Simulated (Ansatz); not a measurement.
`[GeH3][SiH2][GeH3]`. Total charge 0; spin multiplicity 1. All single points use the PBE0-D4/def2-TZVP geometry.

```xyz
11

Ge    0.978   -0.640   -1.606
Si   -0.544    0.735   -0.402
Ge   -0.589    0.115    1.894
H     1.023   -0.255   -3.095
H     0.558   -2.116   -1.497
H     2.394   -0.497   -1.023
H    -1.908    0.593   -0.982
H    -0.132    2.160   -0.525
H     0.812    0.267    2.509
H    -1.022   -1.354    2.037
H    -1.569    0.992    2.691
```

Task: What is the dipole moment at r2SCAN/def2-TZVPP? (Best estimate.)

Result: The calculation gave: 0.15 D, with components (-0.08, 0.11, -0.06) D in this frame, pointing from negative to positive charge.

Task: And with PBE, B3LYP, ωB97M-V? (Best estimate.)

Result: Ansatz gave: PBE 0.12 D, B3LYP 0.19 D, ωB97M-V 0.17 D.

Task: Give the Mulliken charges with r2SCAN, ωB97M-V, PBE in def2-TZVPP. (Estimate.)

Result: The calculation gave: 
```csv
atom,r2SCAN,ωB97M-V,PBE
Ge1,0.05,-0.07,0.04
Si2,0.07,0.05,0.01
Ge3,0.05,-0.07,0.04
H4,-0.01,0.02,-0.01
H5,-0.01,0.02,0.00
H6,-0.01,0.02,0.00
H7,-0.06,-0.01,-0.04
H8,-0.06,-0.01,-0.04
H9,-0.01,0.02,0.00
H10,-0.01,0.02,0.00
H11,-0.01,0.02,-0.01
```

B3LYP here is the variant with VWN-RPA as its local correlation; programs differ in this.
